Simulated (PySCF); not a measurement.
A structure optimised at PBE-D3(BJ)/def2-SVP, used in a PySCF frequency run:

```xyz
7

N      1.8506    -0.3829     0.3601
Ge     0.1387     0.1686     0.1452
F     -0.6161     0.3578     1.6973
F     -0.0350     1.7512    -0.5712
Cl    -0.9555    -1.2475    -1.0276
H      2.2175    -0.8539    -0.4745
H      2.4928     0.3662     0.6439
```

Problem. Write its SMILES and formula.

Solution. [NH2][Ge]([F])([F])[Cl], ClF₂GeH₂N

Problem. What are its rotational constants (standard atomic weights)?

Solution. 3.3359, 2.0847, 2.0019 GHz
